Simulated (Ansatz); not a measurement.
Calculated with Ansatz (gas phase, PBE0-D4/def2-TZVP geometries, no zero-point term in ΔE). CCSD(T)/CBS is the MP2 limit (def2-TZVPP, def2-QZVPP) plus CCSD(T) − MP2 in def2-TZVPP, frozen cores. Functionals use def2-TZVPP. B3LYP here is the variant with VWN-RPA as its local correlation; programs differ in this.

`C=C1[SiH2]C1Cl` → `[SiH3]C1=CC1Cl`  (isomerisation)

```csv
level,ΔE (kcal/mol)
B3LYP-D4,3.5
r2SCAN,3.7
HF/def2-TZVPP,-1.8
CCSD(T)/def2-TZVPP,3.0
```

(1) What does CCSD(T)/CBS give? (Best estimate.)

Largest T1 diagnostic among the species: 0.012.

Answers

(1) The calculation gave: +3.1 kcal/mol. The listed levels differ from it by 0.4, 0.6, -4.9, -0.1 kcal/mol.

From PBE to PBE0 (25 % exact exchange), in def2-TZVPP and without D4, ΔE moves by −1.2 kcal/mol. In def2-TZVPP, CCSD(T) changes the Hartree–Fock value by +4.9 kcal/mol (the triples alone add +0.7 kcal/mol) and MP2 by +3.6 kcal/mol.
